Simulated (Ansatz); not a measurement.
A nudged elastic band was laid between two geometries of C2H5NOSi (10 atoms, charge 0, multiplicity 1).

Computed with RKS r2SCAN-D4/def2-SVP (Ansatz 0.2.0).

```yaml
movable_images: 7
climbing_image: yes
spring: 5.0 eV/Å²
optimiser: quadratic models (default)
start_path: through a guess of the saddle point
force_threshold: 0.5 eV/Å
iteration_limit: 60
end_points: relaxed
```

Initial state:

```xyz
10
Properties=species:S:1:pos:R:3
O -1.403 0.650 1.251
C -0.841 1.489 0.582
N -0.423 1.287 -0.736
C 0.145 0.184 -1.058
Si 0.627 -1.271 0.101
H -0.667 2.531 0.938
H 0.345 0.052 -2.139
H 1.785 -1.948 -0.557
H -0.508 -2.233 0.168
H 1.023 -0.792 1.453
```

Final state:

```xyz
10
Properties=species:S:1:pos:R:3
O -0.354 2.883 -0.383
C -0.884 2.037 0.295
N -0.335 0.782 0.564
C -0.055 -0.059 -0.356
Si 0.810 -1.699 0.048
H -1.837 2.203 0.857
H -0.328 0.170 -1.412
H 1.985 -1.853 -0.861
H -0.147 -2.814 -0.225
H 1.227 -1.702 1.475
```

Which bonds break or form, and what moves?

No bond is made or broken. The dihedral C2–N3–C4–Si5 goes from -4 to 175°.

What energy profile does the band end with?

It converged. The highest image is number 6 of 0 to 8, 24.8 kJ/mol above the first end and 20.6 kJ/mol above the last; the last end lies 4.2 kJ/mol above the first. The threshold of 0.5 eV/Å is loose, so the images may lie well off the minimum-energy path. The dihedral C2–N3–C4–Si5 jumps by 150° between images 5 and 6, so the path isn't resolved there. The order of the stationary point at the top wasn't checked.

| image | path coordinate (Å) | energy (kJ/mol) | dihedral C2–N3–C4–Si5 (°) |
| --- | --- | --- | --- |
| 0 | 0.00 | 0.0 | -4 |
| 1 | 1.13 | 2.8 | 0 |
| 2 | 2.25 | 3.1 | 2 |
| 3 | 3.35 | 7.4 | 9 |
| 4 | 4.40 | 7.0 | 6 |
| 5 | 5.44 | 22.1 | 11 |
| 6 | 6.40 | 24.8 | 160 |
| 7 | 7.36 | 5.9 | 176 |
| 8 | 8.32 | 4.2 | 175 |

What is the geometry of the highest image?


```xyz
10
Properties=species:S:1:pos:R:3:forces:R:3
O -0.131 2.805 0.896 -0.06 0.08 -0.16
C -0.885 1.947 0.485 -0.02 -0.03 0.00
N -0.472 0.704 0.113 0.10 0.08 0.09
C 0.129 0.005 -0.754 -0.06 -0.07 0.16
Si 0.686 -1.667 -0.028 0.03 -0.08 -0.03
H -2.001 2.018 0.529 -0.02 0.05 -0.06
H 0.321 0.359 -1.793 -0.01 0.12 0.12
H 1.816 -2.268 -0.793 0.02 -0.03 -0.06
H -0.476 -2.603 -0.020 0.00 -0.03 -0.03
H 1.096 -1.351 1.368 0.03 -0.09 -0.02
```

Run time: 5.7 min on 2 threads of Arm Neoverse V1, with other jobs on the host, peak memory 0.16 GiB.
